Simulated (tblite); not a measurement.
Problem. Write Cartesian coordinates for `c1(c(C)cccc1F)-c1c(F)ccc(c1C)[SiH3]` as optimised with GFN2-xTB.

Solution. 
```xyz
31
C14H14F2Si angstrom
C     -1.9951   -0.0724   -1.9182
C     -2.2274   -0.0068   -0.4402
C     -3.4879   -0.2440    0.0925
C     -3.7162   -0.1814    1.4555
C     -2.6781    0.1160    2.3201
C     -1.4257    0.3487    1.7873
F     -0.4072    0.6384    2.6301
C     -1.1718    0.2977    0.4223
C      0.1892    0.5895   -0.0866
C      0.4272    1.7970   -0.7304
F     -0.5967    2.6667   -0.8955
C      1.6760    2.1433   -1.2030
C      2.7146    1.2514   -1.0174
C      2.5267    0.0281   -0.3818
Si     4.0146   -1.1161   -0.1545
C      1.2501   -0.3029    0.0823
C      0.9991   -1.6059    0.7784
H     -1.9550    0.9347   -2.3323
H     -2.8009   -0.6098   -2.4116
H     -1.0490   -0.5621   -2.1425
H     -4.3034   -0.4799   -0.5750
H     -4.7044   -0.3661    1.8480
H     -2.8232    0.1723    3.3871
H      1.8196    3.0926   -1.6944
H      3.6979    1.5153   -1.3772
H      5.2017   -0.4203   -0.6538
H      3.8202   -2.3451   -0.9334
H      4.1827   -1.4473    1.2613
H      1.1895   -1.4938    1.8461
H     -0.0345   -1.9234    0.6526
H      1.6551   -2.3850    0.3990
```

Orientation and origin are arbitrary. Atoms count from 1 in this order. The C–C distances run from 1.379 Å (C10–C12, aromatic) to 1.498 Å (C16–C17, drawn single), a spread of 0.119 Å. Of the pairs four or more bonds apart, Si15···H31 is among the closest relative to their van der Waals radii: 2.74 Å, 83 % of the sum of Bondi's values. Si15 (SiH3 silicon) is tetrahedral (angles from 108.0° to 110.1°). The 6-membered ring C9–C10–C12–C13–C14–C16 has internal angles of 118.2° to 122.2°; it is planar, 0.00 Å rms from its mean plane, widest ring torsion 1°.

Bonds between heavy atoms (Å): C1–C2 1.498, C2–C3 1.389, C3–C4 1.383, C4–C5 1.383, C5–C6 1.381, C6–F7 1.353, C6–C8 1.389, C8–C9 1.482, C9–C10 1.389, C10–F11 1.354, C10–C12 1.379, C12–C13 1.382, C13–C14 1.391, C14–Si15 1.891, C14–C16 1.398, C16–C17 1.498, C2–C8 1.397, C9–C16 1.397.

The geometry is computed with GFN2-xTB (gas phase).

Point group: C1 (no symmetry element, even within 0.4 Å). Its GFN2-xTB frequencies are all real (lowest 32 cm⁻¹). One conformer, not necessarily the lowest (C6–C8–C9–C10 -106°).

The run took 4.0 s on an Arm Neoverse V2 with one thread (shared host). That covers the optimisation of the geometry.
